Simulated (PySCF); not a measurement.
[Pt(PF3)Cl3]- (charge -1 and singlet state).
SMILES: `F[P](F)(F)->[Pt-]([Cl])([Cl])[Cl]`

Level of theory: PBE0-D3(BJ)/def2-SVP geometry optimisation, gas phase, def2 core potentials past Kr (PySCF 2.14.0).

Masses are those of the commonest isotopes; rigid-rotor values at the optimised geometry. 

Question: What are A, B and C (cm⁻¹)?

Answer: Ia = 490.62, Ib = 814.08, Ic = 1197.16 u·Å²; 505379 MHz·u·Å²/I gives 1030, 620.8 and 422.1 MHz, that is A = 0.03436, B = 0.02071, C = 0.01408 cm⁻¹.

Question: Classify the top.

Answer: An asymmetric top. Ray's parameter κ = (2B − A − C)/(A − C) = -0.346; −1 is the prolate and +1 the oblate limit.

Question: What does the inertial defect say?

Answer: Not planar: Δ = Ic − Ia − Ib = -107.53 u·Å². For a rigid frame Δ = −2 Σ m c², so Σ m c² = 53.77 u·Å² lies off the ab plane. The atom farthest from that plane is 1.32 Å away.

Question: Give the coordinates in the principal-axis frame, origin at the centre of mass.

Answer: The sense of each axis is arbitrary; atoms in the order of the calculation.
```tsv
atom	mass (u)	a (Å)	b (Å)	c (Å)
Pt1	194.965	-0.396	0.000	-0.010
P2	30.974	1.735	0.080	0.000
F3	18.998	2.518	1.435	-0.250
F4	18.998	2.567	-0.809	-1.016
F5	18.998	2.514	-0.349	1.316
Cl6	34.969	-0.596	2.328	0.005
Cl7	34.969	-2.714	-0.208	0.021
Cl8	34.969	-0.146	-2.342	0.004
```

Question: Where do the levels up to J = 2 lie, in MHz?

Answer: Above 0(0,0):
J = 1: 1(0,1) 1043, 1(1,1) 1452, 1(1,0) 1651
J = 2: 2(0,2) 3072, 2(1,2) 3339, 2(1,1) 3935, 2(2,1) 5163, 2(2,0) 5220
Those of J = 1 are B + C, A + C and A + B.

Question: Which types of transition are allowed, and where do some lines up to J = 4 fall?

Answer: The dipole components (about the centre of mass, as the species is charged) are |μa| = 4.70 D, |μb| = 0.29 D, |μc| = 0.07 D. The squared components, which scale the intensities, stand as 1.00 : 0.00 : 0.00 (a : b : c). Some lines, for components of 0.1 D or more:

```
type  branch         J(Ka,Kc)   MHz  lower level (cm⁻¹)
   a       Q  3(1,2) ← 3(1,3)  1181               0.205
   b       Q  3(2,1) ← 3(1,2)  1230               0.244
   b       Q  2(2,0) ← 2(1,1)  1284               0.131
   b       Q  4(2,2) ← 4(1,3)  1342               0.392
   b       R  2(0,2) ← 1(1,1)  1620               0.048
   a       Q  4(1,3) ← 4(1,4)  1916               0.328
   b       Q  4(1,3) ← 4(0,4)  1977               0.326
   b       Q  3(2,2) ← 3(1,3)  2153               0.205
   b       R  3(1,2) ← 2(2,1)  2157               0.172
   a       R  2(1,1) ← 1(1,0)  2285               0.055
   b       R  2(1,2) ← 1(0,1)  2297               0.035
   b       Q  3(3,1) ← 3(2,2)  2575               0.277
   b       R  3(0,3) ← 2(1,2)  2660               0.111
   b       Q  4(3,2) ← 4(2,3)  2708               0.414
   a       R  3(1,3) ← 2(1,2)  2799               0.111
   b       R  3(1,3) ← 2(0,2)  3067               0.102
   a       R  3(1,2) ← 2(1,1)  3385               0.131
   b       R  4(1,3) ← 3(2,2)  3449               0.277
   a       R  4(0,4) ← 3(0,3)  3765               0.200
   b       R  2(2,0) ← 1(1,1)  3768               0.048
   a       R  4(3,1) ← 3(3,0)  4320               0.363
   b       R  3(2,2) ← 2(1,1)  4357               0.131
   b       R  4(2,3) ← 3(1,2)  5099               0.244
   b       R  3(2,1) ← 2(1,2)  5211               0.111
   b       R  4(3,2) ← 3(2,1)  6577               0.285
```

No PBE0-D3(BJ)/def2-SVP frequencies stand behind this structure, so it isn't proved a minimum. Constants of a rigid frame at the computed geometry: no zero-point averaging, no centrifugal distortion. Quadrupole hyperfine structure (35Cl) is left out.
